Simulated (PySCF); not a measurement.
BO, SMILES [B]=O (connectivity only; charge and spin as stated), charge +1, multiplicity 1. The structure is a stationary point at r2SCAN-D4/def2-TZVPD. The spin state was assumed, not searched.

Computed with r2SCAN-D4/def2-TZVPD run with PySCF.

Harmonic wavenumbers (cm⁻¹): 1929. Rotational constants (GHz): 54.94 (linear); symmetry number 1.

Q: Work out the zero-point energy and the ideal-gas rigid-rotor harmonic-oscillator thermochemistry at 298.15 K and 1 atm.

A: ZPE = ½ Σ hcν = ½ × 1929 cm⁻¹ = 2.76 kcal/mol. H − E(el) = 4.83 kcal/mol. Entropy in cal/(mol K): translation 35.79, rotation 11.38, vibration 0.00, total 47.18. G − E(el) = -9.23 kcal/mol. Cp = 6.97 cal/(mol K).
